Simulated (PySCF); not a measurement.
## Curvature of the energy in the electron number along the 4p block, charge +1

Calculated with PySCF 2.14, in jorge-DZP-DKH, spin-free X2C: one orbital is emptied in steps, and each cell gives the departure of E from the straight line at half an electron, in eV (from a cubic fit). The exact functional gives zero.

```tsv
species	orbital	LDA	PBE	r2SCAN	PBE0	BHandHLYP	LC-wPBE	wB97X	UHF
Ge⁺	4p alpha	-1.04	-1.01	-0.93	-0.73	-0.50	-0.09	-0.19	0.05
As⁺	4p alpha	-1.15	-1.12	-1.03	-0.81	-0.54	-0.13	-0.21	0.09
Se⁺	4p alpha	-1.25	-1.22	-1.13	-0.88	-0.57	-0.17	-0.25	0.12
Br⁺	4p beta	-1.27	-1.22	-1.11	-0.87	-0.58	-0.16	-0.32	0.16
Kr⁺	4p beta	-1.38	-1.33	-1.22	-0.94	-0.60	-0.22	-0.34	0.19
```

Problem. How does the mean departure depend on the functional?

Solution. LDA -1.22 eV; PBE -1.18 eV; r2SCAN -1.08 eV; PBE0 -0.85 eV; BHandHLYP -0.56 eV; LC-wPBE -0.16 eV; wB97X -0.26 eV; UHF 0.12 eV. Semilocal functionals are convex (delocalisation error), Hartree-Fock is concave or straight, and exact exchange removes curvature roughly in proportion to its share, so among the functionals the range-separated hybrids usually come closest to zero.

No spin-orbit coupling is included.
